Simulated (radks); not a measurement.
Question: All-electron calculation, non-relativistic Kohn-Sham, exchange-only LDA, spin-unpolarised, spherical densities, point nucleus. Program: a radial shooting solver on a logarithmic mesh with Libxc functionals. Response by self-consistent Sternheimer equations with the Hartree and adiabatic exchange-only LDA kernel. For heavy and open-shell atoms this level of theory can miss by tens of per cent. Rank V+, Ga2+, V3+, Ar, Co, V, Ge, B (NIST ground configurations) by static dipole polarisability, largest first.

Answer: V 88.40, Ge 56.29, Co 54.83, B 29.66, V+ 23.89, Ar 12.76, Ga2+ 9.311, V3+ 2.404 bohr^3.
